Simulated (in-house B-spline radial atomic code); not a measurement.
A fraction x of an electron is removed from 3p in Mn⁴⁺, starting from [Ar] 3d3 and keeping the highest spin. All numbers are computed (non-relativistic LDA exchange-only, spin-polarised, spherical fractional occupations; point nucleus) with an all-electron radial atomic-structure program (B-spline basis), not measured.

```csv
x,E(x) - E(0) (eV),3p down level (eV)
0,0.0000,-105.884
0.05,5.3203,-106.929
0.16,17.2095,-109.240
0.37,40.6162,-113.689
0.4,44.0365,-114.329
0.5,55.5762,-116.468
0.59,66.1453,-118.401
0.71,?,?
0.84,96.4208,-123.813
0.89,?,?
1,116.5100,-127.305
```

(1) What belongs in the row x = 0.71?

(2) What belongs in the row x = 0.89?

(3) Check Janak's theorem between x = 0.05 and 0.16.

Results:

(1) An energy change of 80.5087 eV; 3p down at -120.992 eV.

(2) An energy change of 102.6387 eV; 3p down at -124.902 eV.

(3) The slope of the energy is 108.08 eV; the orbital levels give 108.08 eV (-ε of the emptying orbital, averaged over the two points).
